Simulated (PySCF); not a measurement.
# Electron correlation in Al (aluminium, neutral)

[Ne] 3s1 3p2, high-spin 4P determinant (an excited configuration). Computed with PySCF 2.14 in def2-QZVPPD, with the non-relativistic Hamiltonian (point nucleus). Frozen: [Ne]; 3 electrons correlated.

MP2 pair energies summed by pair of shells (mhartree):

```tsv
pair	energy	share (%)
3p-3p	-5.54	57.9
3s-3p	-4.03	42.1
```

Total MP2 correlation energy: -9.57 mhartree.

Same-spin part -9.57 and opposite-spin part 0.00 mhartree; SCS-MP2 scales them by 1/3 and 6/5 to -3.19 mhartree.
